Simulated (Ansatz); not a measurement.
Mulliken charges of GaGeH5O, SMILES `[OH][GaH][GeH3]` from r2SCAN/def2-TZVPP in Ansatz (PBE0-D4/def2-TZVP geometry).

| atom | x (Å) | y (Å) | z (Å) | charge (e) |
| --- | --- | --- | --- | --- |
| O1 | -1.874 | 0.835 | -1.168 | -0.427 |
| Ga2 | -0.115 | 0.877 | -0.833 | 0.467 |
| Ge3 | 0.790 | -0.707 | 0.791 | -0.138 |
| H4 | -2.355 | 0.172 | -0.669 | 0.191 |
| H5 | 0.635 | 1.969 | -1.662 | -0.063 |
| H6 | 1.465 | 0.028 | 1.963 | -0.008 |
| H7 | 1.853 | -1.614 | 0.145 | -0.008 |
| H8 | -0.307 | -1.616 | 1.377 | -0.013 |

Question: By hand: the dipole of these point charges (1 e Å = 4.8032 D).

Answer: Σ q r = (0.125, 0.093, -0.057) e Å, of length 0.166 e Å = 0.80 D.

Question: How does the dipole of the full density compare? (An estimate is asked.)

Answer: Ansatz gave: (0.083, -0.168, 0.170) e Å, 1.22 D; the point charges give 0.66 times that, at 111° from its direction.

Point charges leave out the atoms' own dipoles, such as those of lone pairs, and Mulliken's split depends on the basis, so the two needn't agree.
